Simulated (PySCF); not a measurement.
## Dipole response of Pb⁺ (lead, charge +1)

[Xe] 4f14 5d10 6s2 6p1, 2P determinant. Computed with PySCF 2.14 in aug-cc-pwCVTZ-PP with ECP60MDF, with scalar relativity through the core potential. Coupled (time-dependent) response in atomic units; α is the mean over directions.

```
 method  mean α (bohr³)         α xx, yy, zz  C₆ (like pair)  S(−4)
wB97M-V           27.32  24.40, 33.17, 24.40           234.4  257.4
```

S(−4) is the Cauchy moment in α(ω) = α(0) + S(−4) ω² + …

Spin-orbit coupling is absent.

α(iu) at wB97M-V:

```tsv
u (hartree)	α(iu) (bohr³)
0	27.32
0.0500	26.70
0.100	25.06
0.200	20.59
0.300	16.45
0.500	10.96
0.750	7.423
1.00	5.520
1.50	3.546
2.00	2.519
3.00	1.472
5.00	0.6723
```

A single London oscillator, α(iu) = α/(1 + u²/ω²), gives C₆ = (3/4) ω α². Matching the computed C₆ needs ω = 4 × 234.4 / (3 × 27.32²) = 0.419 hartree.

For an ion, C₆ is the dispersion term alone; charge-induced terms of lower order in 1/R come first.

The components differ because the open shell of this determinant is not spherical; for a pure term their mean is the scalar polarisability.

Energies and moments cover only the electrons outside the core potential. Spin-orbit coupling, absent here, splits the open shell strongly.
